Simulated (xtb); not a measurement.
Species: C4H2S2, SMILES `S=C=C=CC=S` (charge 0, multiplicity 1).

### Question
Give a relaxed geometry from GFN2-xTB in xtb 6.7.1.

### Answer
This is not unique; one that fits is the end point of this relaxation, one of several conformers (outside a Z-matrix the atoms follow the SMILES, hydrogens last).
Bond lengths (Å): S1–C2 1.580, C2–C3 1.251, C3–C4 1.342, C4–C5 1.412, C4–H7 1.085, C5–S6 1.641, C5–H8 1.085. Bond angles (°): S1–C2–C3 177.5, C2–C3–C4 175.8, C3–C4–C5 122.6, C3–C4–H7 119.9, C5–C4–H7 117.5, C4–C5–S6 122.7, C4–C5–H8 118.0, S6–C5–H8 119.3.
